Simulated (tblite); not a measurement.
A tight-binding relaxation on `C#Cc1ccnnc1CC`.

Computed with GFN2-xTB geometry optimisation, gas phase (tblite 0.8.0). Start geometry: from a force field or distance geometry. A driver script takes a list of jobs; this job's settings line and coordinates (Å) are shown.

Command:
```bash
OMP_NUM_THREADS=1 python probes_run.py task.json out
```

Input:
```
{"job": {"kind": "relax", "xc": "GFN2-xTB", "basis": "xTB"}, "charge": 0, "multiplicity": 1}
C     -0.506900     2.662900     0.888400
C     -0.708800     1.537100     0.503900
C     -0.896800     0.171600     0.056700
C     -2.079300    -0.500800     0.229000
C     -2.225600    -1.813600    -0.233400
N     -1.213700    -2.392600    -0.884500
N     -0.079300    -1.727200    -1.060900
C      0.113000    -0.470800    -0.610800
C      1.434500     0.151100    -0.862000
C      2.195100     0.063600     0.468200
H     -0.332700     3.678100     1.217200
H     -2.872800     0.002800     0.764300
H     -3.146200    -2.369100    -0.096100
H      1.357000     1.237800    -1.081400
H      1.974800    -0.338300    -1.676100
H      2.650800     1.035800     0.669900
H      1.426700    -0.117000     1.242500
H      2.901300    -0.805200     0.453500
```

Output:
```
step      E/eV     max force
  0    -732.88312    2.731
  1    -733.04354    1.055
  2    -733.07956    2.030
  3    -733.13868    0.656
  4    -733.17129    0.358
  5    -733.18993    0.202
  6    -733.19519    0.172
  7    -733.19999    0.172
  8    -733.20325    0.167
  9    -733.20614    0.147
... (46 lines left out)
 56    -733.31592    0.050
 57    -733.31644    0.051
 58    -733.31690    0.044
 59    -733.31721    0.041
 60    -733.31736    0.033
 61    -733.31744    0.023
 62    -733.31751    0.017
 63    -733.31756    0.017
 64    -733.31760    0.013
 65    -733.31762    0.010
```

«max force» is the largest atomic force in eV/Å.

**Question.** From which step on does the largest force stay under 0.1 eV/Å, and how much energy is left to gain from there?

**Answer.** From step 37 (0.090 eV/Å), 18.3 meV above the end.

In short: energy lowered by 10.0 kcal/mol over 65 steps; largest atomic force 0.010 eV/Å at the end.

Hardware: one thread, Arm Neoverse V1 (aarch64), no GPU, on a shared host. Cost: 0.48 s.
Labels such as C1 count atoms from 1, the log's own numbers from 0.
